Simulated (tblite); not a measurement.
Species: C₄H₁₁N₂OP.
SMILES with atom numbers: `[NH:1]=[P:2]1([NH2:3])[CH2:4][CH2:5][O:6][CH2:7][CH2:8]1` (hydrogens: H9 on N1; H10, H11 on N3; H12, H13 on C4; H14, H15 on C5; H16, H17 on C7; H18, H19 on C8)

Structure optimised with GFN2-xTB, isolated species.

(1) What internal coordinates does the optimisation give?

Results:

(1) 
| bond | length (bohr) |
| --- | --- |
| N1=P2 | 2.948 |
| P2–N3 | 3.170 |
| P2–C4, P2–C8 | 3.501 |
| C4–C5, C7–C8 | 2.888 |
| C5–O6, O6–C7 | 2.657 |
| N1–H9 | 1.904 |
| N3–H10, N3–H11 | 1.920 |
| C4–H12, C8–H19 | 2.064 |
| C4–H13, C8–H18 | 2.059 |
| C5–H14, C7–H17 | 2.067 |
| C5–H15, C7–H16 | 2.086 |

Bonds in one row agree within 0.02 bohr and their mean is given. A selection of angles:
| angle | degrees |
| --- | --- |
| N1–P2–N3 | 109.9 |
| N1–P2–C4 | 120.8 |
| N3–P2–C4 | 102.4 |
| C4–P2–C8 | 97.7 |
| P2–C4–C5 | 107.4 |
| C4–C5–O6 | 113.2 |
| C5–O6–C7 | 113.7 |
| H9–N1–P2 | 117.2 |
| H10–N3–P2 | 108.7 |
| H11–N3–P2 | 108.7 |

Torsions: N1–P2–C4–C5 79° (synclinal); P2–C4–C5–O6 63° (synclinal); C4–C5–O6–C7 -68° (synclinal); C5–O6–C7–C8 68° (synclinal); O6–C7–C8–P2 -63° (synclinal); N1–P2–C8–C7 -79° (synclinal); H9–N1–P2–N3 180° (antiperiplanar).

N3 (nitrogen bonded to P and 2 H) is pyramidal (angles 108.7°, 108.7° and 107.5°, sum 324.8°, 0.41 Å off the plane of its three neighbours). The 2 N–P bonds span 1.560 Å (N1=P2, drawn double) to 1.677 Å (P2–N3, drawn single), a spread of 0.117 Å. P2 (phosphorus bonded to 2 C and 2 N) is distorted tetrahedral (angles from 97.7° to 120.8°). Of the pairs four or more bonds apart, H15···H16 is among the closest relative to their van der Waals radii: 2.32 Å, 96 % of the sum of Bondi's values. The 6-membered ring P2–C4–C5–O6–C7–C8 has internal angles of 97.7° to 113.7°; it is puckered, 0.27 Å rms from its mean plane, widest ring torsion 68°.

Point group: Cs (every atom within 0.08 Å of its image). Its GFN2-xTB frequencies are all real (lowest 108 cm⁻¹). The numbers are those of one conformer (N1–P2–N3–H 58° and -58°, N1–P2–C4–C5 79°, P2–C4–C5–O6 63°, C4–C5–O6–C7 -68°, C5–O6–C7–C8 68°).

The numbers are calculated, not measured.
